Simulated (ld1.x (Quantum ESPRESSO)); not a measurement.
**What one change does to a pseudopotential (chlorine (Cl), TM)**

chlorine (Cl), norm-conserving Troullier–Martins (Kleinman–Bylander form), made with ld1.x (Quantum ESPRESSO) 7.5 (LDA (PZ), scalar-relativistic). Core [Ne], reference 3s1.75 3p5.25. Waves: 3p (bound): rc 1.05 bohr; 3s (bound): rc 1.00 bohr. Local part: the s channel. Core correction: a·sin(br)/r model core inside 0.85 bohr.

Change: local potential all-electron potential smoothed inside 0.95 bohr (lloc = -1).

Cutoffs: the cutoffs (Ry, on a coarse ladder) from which the occupation-weighted sum of valence levels, in a spherical-Bessel basis at the reference potential, stays within 10 and 1 mRy of its value at 400 Ry; they do not see the model core or the augmentation charge, which bear on the density cutoff. Errors are all-electron minus pseudo energies relative to the spin-unpolarised reference configuration.

Task: How do hardness, ghosts and transferability respond?

Result: The potential gets neither clearly harder nor softer (140 Ry and 260 Ry → 140 Ry and 260 Ry); of the 9 tests that both files solve, the error grows in 6 and shrinks in 0 by more than 15 % and 0.3 meV (median size 2.7 → 2.8 meV); the range in which the s phases agree narrows (upper end 0.9 → -0.4); neither file shows a bound ghost.

```csv
quantity,base,changed
"cutoff, loose",140 Ry,140 Ry
"cutoff, tight",260 Ry,260 Ry
bound ghosts,none,none
"error for 3s2 3p5, meV [ΔE -3.00 eV]",+0.2,+0.2
"error for 3s2 3p4, meV [ΔE 10.97 eV]",+4.5,+6.7
"error for 3s2 3p3, meV [ΔE 36.50 eV]",+32,+50
"error for 3s2 3p2, meV [ΔE 74.89 eV]",+103,+171
"error for 3s2 3p1, meV [ΔE 127.26 eV]",+236,+434
"error for 3s2 3p4.5, meV [ΔE 2.63 eV]",+0.6,+0.9
"error for 3s1 3p6, meV [ΔE 9.05 eV]",+0.5,+0.8
"error for 3s1.75 3p5.25 (spin-polarised), meV [ΔE -0.20 eV]",+2.7,+2.8
"error for 3s2 3p5 (spin-polarised), meV [ΔE -3.19 eV]",+2.3,+2.4
s: phases at 1.15 bohr within 0.05 rad from the reference energy up to (Ry; the scan ends near 5),0.9,-0.4
p: phases at 1.15 bohr within 0.05 rad from the reference energy up to (Ry; the scan ends near 5),1.6,1.4
```
